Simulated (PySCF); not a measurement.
Computed with PBE-D3(BJ)/def2-TZVP // B3LYP-D3(BJ)/def2-TZVP (PySCF). All species are isolated molecules in the gas phase. 

Reference species (SMILES): `[Cl][GeH]([Cl])[Cl]` (neutral, multiplicity 1).

- dipole moment: 1.41 D

Changed species: `[GeH3][Cl]` (whole molecule; the reference has whole molecule).

Give the shifts of the dipole moment.

the dipole moment rises by 0.53 D, to 1.94 D.
